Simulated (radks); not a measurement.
Results of a calculation; reference values are marked as such.
Species: Tl3+. Configuration: [Kr] 4d10 4f14 5s2 5p4 5d10 5f2 (not the ground configuration). Code: a radial shooting solver on a logarithmic mesh with Libxc functionals. Model: scalar-relativistic Kohn-Sham, BLYP, spin-unpolarised, spherical densities, finite nucleus; Fermi nuclear charge, rms radius 5.4759 fm.

Normalised radial functions P(r) = r R(r), r in bohr:

r,5d
0.0006185,0.0000
0.0009837,0.0000
0.001565,0.0000
0.002488,0.0001
0.003957,0.0004
0.006294,0.0015
0.01001,0.0050
0.01592,0.0161
0.02532,0.0480
0.04027,0.1247
0.06405,0.2577
0.1027,0.3514
0.1633,0.1358
0.2597,-0.3838
0.4131,-0.4040
0.657,0.4380
1.045,1.0113
1.662,0.6722
2.643,0.1769
4.203,0.0137
6.685,0.0002
10.63,0.0000

5d: eigenvalue -58.148 eV, 2 radial nodes at r = 0.186, 0.532 bohr, <r> = 1.26 bohr, 90 % of the charge inside 1.87 bohr.
